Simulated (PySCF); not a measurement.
Ga(H)(SeH)2 (GaH3Se2), SMILES [SeH][GaH][SeH]. Atoms are numbered in the order given.

```xyz
6

Ga     0.0000     0.0000    -0.7982
H      0.0000     0.0000    -2.3601
Se     0.0000    -2.0408     0.3492
H      0.0000    -1.4061     1.6815
Se     0.0000     2.0408     0.3492
H      0.0000     1.4061     1.6815
```
Charge 0, spin multiplicity 1.

Geometry optimised at B3LYP-D3(BJ)/def2-SVP. The structure was generated by enumeration; whether it is a known compound was not checked. The values are those of a single conformer.

The numbers are results of ωB97X/def2-TZVPD in PySCF, not measurements.

The molecule is in vacuum.

Computed frontier levels, gap, dipole moment and polarisability:
| Property | Value |
|---|---|
| highest occupied level | -9.40 eV |
| lowest empty level | 0.39 eV |
| orbital gap | 9.78 eV |
| dipole moment | 0.23 D |
| quadrupole, principal values (traceless, Buckingham form, about the centre of nuclear charge) | -5.99, -1.00, 6.99 D·Å |
| mean static polarisability | 90.6 bohr³ (13.43 Å³) |
| polarisability, principal values | 70.0, 86.0, 116.0 bohr³ |
